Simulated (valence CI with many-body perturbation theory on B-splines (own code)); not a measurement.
# Missing levels of Yb57+

Calculated by relativistic CI+MBPT: three valence electrons over a frozen Dirac-Fock core [Ne], radial functions for each j: 11 s, 11 p, 10 d, 8 f, 5 g, 2 h, with the one-electron correlation potential Σ1, the two-electron term Σ2, the three-electron term Σ3, Breit, model QED; selected CI, second order for the rest, scaled by the run's own slope (own B-spline code, finite nucleus).

No measured spectrum was set against this ion. As an estimate, large intervals hold to a few tenths of a per cent, small ones and those within an open d or f shell to about a per cent.

```tsv
Level	E (eV)
(3s^2 3p1/2) J=1/2	0.00
(3s 3p1/2^2) J=1/2	153.04
(3s^2 3p3/2) J=3/2	?
(3s 3p1/2 3p3/2) J=3/2 [a]	404.42
(3s 3p1/2 3p3/2) J=5/2	?
(3s 3p1/2 3p3/2) J=3/2 [b]	?
(3s 3p1/2 3p3/2) J=1/2	?
(3s^2 3d3/2) J=3/2	496.56
(3s^2 3d5/2) J=5/2	552.02
(3p1/2^2 3p3/2) J=3/2	592.24
(3s 3p1/2 3d3/2) J=3/2 [a]	605.63
(3s 3p1/2 3d3/2) J=5/2	617.51
(3s 3p1/2 3d3/2) J=1/2	642.02
(3s 3p1/2 3d3/2) J=3/2 [b]	647.37
(3s 3p1/2 3d5/2) J=5/2 [a]	?
(3s 3p1/2 3d5/2) J=7/2	693.85
(3s 3p3/2^2) J=5/2	?
(3s 3p1/2 3d5/2) J=5/2 [b]	703.67
(3s 3p1/2 3d5/2) J=3/2	708.54
(3s 3p3/2^2) J=1/2	729.94
```

Levels are named by their leading jj configuration (3d3/2^4 stands for four electrons in 3d with j = 3/2), which in mixed levels can hold well under half, so a name can repeat and another be missing. Letters in brackets count levels of one name in rising energy.

Q: The levels stand in rising order. What does the calculation give for the missing energies?

A: (3s^2 3p3/2) J=3/2 279.14; (3s 3p1/2 3p3/2) J=5/2 421.15; (3s 3p1/2 3p3/2) J=3/2 [b] 441.32; (3s 3p1/2 3p3/2) J=1/2 450.56; (3s 3p1/2 3d5/2) J=5/2 [a] 681.24; (3s 3p3/2^2) J=5/2 695.53.
